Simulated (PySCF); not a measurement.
LiBi at UHF-CCSD

Level: UHF-CCSD. PySCF, scalar-relativistic core potentials, basis sets Li def2-SVP, Bi def2-SVP with ECP60.

* state: ³Σ⁻ (triplet), unpaired electrons π ↑↑
* bond length: 2.745 Å
* harmonic wavenumber: 348 cm⁻¹
* force constant: 0.484 mdyn/Å
* rotational constant Be: 0.3296 cm⁻¹
* anharmonicity ωexe: 2.43 cm⁻¹
* vibration–rotation constant αe: 0.00354 cm⁻¹
* well depth De to Li + Bi: 0.99 eV
* dissociation energy D0: 0.96 eV

Correlated steps freeze 4 core orbitals. Correlated levels converge slowly with the basis: in double zeta they bind strong bonds too weakly, by up to about 1 eV, and carry superposition errors of some tenths. Spin–orbit coupling is left out, which matters for elements this heavy, above all for dissociation energies. The state is the lowest determinant that a PBE0 search found; another state may lie lower at other levels.
